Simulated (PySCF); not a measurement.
Compound: C5H9ClO.
Z-matrix (Å and degrees, PBE0-D3(BJ)/def2-SVP geometry), rows numbered from 1:
```
Cl
C   1  1.7842
C   2  1.5200  1  109.71
O   3  1.3999  2  112.69  1   177.44
C   4  1.3855  3  114.94  2    76.88
C   5  1.4850  4  116.30  3  -165.63
C   5  1.5026  4  120.06  3   -95.96
H   2  1.0987  1  108.07  3   120.78
H   2  1.0976  1  107.50  3  -121.85
H   3  1.1070  2  109.17  1   -58.26
H   3  1.1003  2  109.05  1    58.90
H   5  1.0997  4  113.93  3    51.55
H   6  1.0925  5  118.85  7   109.29
H   6  1.0928  5  115.56  7  -107.81
H   7  1.0929  5  116.92  6   106.60
H   7  1.0936  5  118.73  6  -108.58
```

Linear response at B3LYP/def2-SVPD (PySCF, frozen core in the response, non-relativistic). The structure is a single PBE0-D3(BJ)/def2-SVP conformer in the gas phase; no vibrational or solvent corrections.

Static isotropic polarisability: 79.01 au (11.71 Å³), principal values 66.7, 71.3, 99.0 au.

(1) What is the polarisability at 1064 nm and at the sodium D line?

(2) What is the isotropic C6 coefficient between two such molecules, C6 = (3/π)∫α(iω)² dω?

(3) Which effective excitation energy ω̄ makes London's formula C6 = (3/4)α²ω̄ exact here?

(4) The lowest 6 singlets have (eV, f): 6.48, 0.012; 6.84, 0.017; 6.97, 0.015; 7.18, 0.016; 7.27, 0.004; 7.33, 0.007. What share of the static polarisability do they carry in the sum over states α = Σ f/ω²?

(5) How many electrons N does the Slater–Kirkwood formula C6 = (3/4)·√N·α^(3/2) need to give this C6?

(6) What n − 1 at the D line would an ideal gas of it have at 273.15 K and 1 atm (2.6868 × 10¹⁹ cm⁻³), by n − 1 = 2π·N·α′?

(7) How anisotropic is the static polarisability, by Δα² = ½[(α1 − α2)² + (α2 − α3)² + (α3 − α1)²]?

(8) What does −C6/R⁶ come to at R = 10 Å between centres?

(9) What three-body coefficient follows from the one-pole estimate C9 = (3/4)·α·C6?

Answers

(1) 79.58 au at 1064 nm (+0.7 %), 80.93 au at 589.3 nm (+2.4 %). The rise at 589.3 nm is 3.34 times that at 1064 nm; a pure ω² law gives 3.26. The lowest singlet lies at 191 nm, shorter than both wavelengths.

(2) 2715 au (Eh·bohr⁶) by a ten-point quadrature over imaginary frequencies, which is 1620 eV·Å⁶ or 157 J·nm⁶/mol.

(3) ω̄ = 4·C6/(3α²) = 0.580 Eh = 15.8 eV. A one-pole form α(ω) = α/(1 − ω²/ω̄²) fitted to the 1064 nm value gives 13.7 eV. London's choice of the ionisation energy (9.27 eV, ΔSCF at the same level) gives C6 = 1590 au, 41 % too low.

(4) 1.09 au, 1.4 % of α; the largest term, 0.27 au, is that of the state at 6.84 eV. Their oscillator strengths add up to 0.07. Higher states carry the rest.

(5) N = (4·C6/3)²/α³ = 26.6; the species has 64 electrons in all.

(6) 20.24 × 10⁻⁴, a formal value whether or not that pressure can be reached.

(7) Δα = 30.3 au, or 0.38 of the isotropic value.

(8) -160 J/mol. This is the leading, orientation-averaged term; C8 and higher terms are left out.

(9) 161000 au. This is an estimate from the two numbers above, not a computed integral.

Rough CPU time on one thread of a shared machine: about 90 s. This is the whole response run at B3LYP/def2-SVPD, SCF included.
